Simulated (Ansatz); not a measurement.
Consider the redistribution: `CNB(O)F` + `O[SiH2][SiH2]S` → `O[SiH2]B(O)F` + `CN[SiH2]S`.

Computed with Ansatz on PBE0-D4/def2-TZVP structures; ΔE is electronic, products minus reactants. CCSD(T)/CBS is the MP2 limit (def2-TZVPP, def2-QZVPP) plus CCSD(T) − MP2 in def2-TZVPP, frozen cores. DFT in def2-TZVPP. B3LYP here is the variant with VWN-RPA as its local correlation; programs differ in this. One conformer a species, not always the lowest.

**Question.** Is it downhill or uphill in electronic energy at CCSD(T)/CBS, and by how much? (Estimate.)

**Answer.** The calculation gave: Uphill: ΔE = +68.5 kJ/mol.

**Question.** What do these levels give: PBE-D4, PBE, BLYP, B3LYP, MP2/def2-SVP, CCSD/def2-TZVPP? (An estimate is asked.)

**Answer.** Computed: PBE-D4 77.0, PBE 75.5, BLYP 65.9, B3LYP 68.4, MP2/def2-SVP 82.2, CCSD/def2-TZVPP 67.9 kJ/mol.

Largest T1 diagnostic among the species: 0.013.

At CCSD(T), def2-SVP lies +14.9 kJ/mol from the extrapolated value and def2-TZVPP −0.2 kJ/mol. From BLYP to BHLYP (50 % exact exchange), in def2-TZVPP and without D4, ΔE moves by +3.3 kJ/mol. Leaving LDA and LC-ωPBE aside and taking each functional with its dispersion term where it has one, the values, not all of them listed here, spread over 11.5 kJ/mol, from B2PLYP to HSE06-D4. LDA lies +8.4 kJ/mol from PBE without D4.
